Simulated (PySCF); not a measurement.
C2H7AlO, singlet, geometry from GFN2-xTB (such geometries of metal compounds can be far from the true shape).

Here is a job for PySCF.
```python
from pyscf import gto, scf, dft
import numpy

mol = gto.Mole()
mol.atom = '''
    Al    0.04367935   -0.01071840    0.02948782
    C    -1.44752066   -1.34195573    0.04740224
    H    -1.11874466   -2.31455965   -0.32848525
    H    -2.30192831   -1.03442102   -0.55700306
    H    -1.81385232   -1.51596260    1.06270237
    C     0.01448756    1.69360541   -1.01483942
    H     0.85812912    1.75048597   -1.70790879
    H     0.09954629    2.56465910   -0.35957311
    H    -0.89618418    1.81920068   -1.60203496
    O     1.38167833   -0.33904782    0.93276771
    H     2.14997442   -0.52757875    1.45144254
'''
mol.basis = '6-311++g**'
mol.verbose = 4
mol.build()
print('smallest overlap eigenvalue', numpy.linalg.eigvalsh(mol.intor('int1e_ovlp'))[0])

mf = dft.RKS(mol)
mf.xc = 'm062x'
mf = mf.density_fit(auxbasis='def2-universal-jkfit')
mf.kernel()
```

Question: What does this run give for the number of basis functions, HOMO-LUMO gap, dipole moment, HOMO energy, total energy, Mulliken (on the basis functions themselves) charges in atom order?

Answer: 
```json
{
 "number_of_basis_functions": "145",
 "HOMO-LUMO gap": "8.21 eV",
 "dipole_moment": "0.74 D",
 "HOMO energy": "-8.51 eV",
 "total_energy": "-398.105121 Ha",
 "Mulliken (on the basis functions themselves) charges in atom order": "Al1 0.84, C2 -0.87, H3 0.17, H4 0.17, H5 0.17, C6 -0.87, H7 0.17, H8 0.17, H9 0.17, O10 -0.48, H11 0.36"
}
```
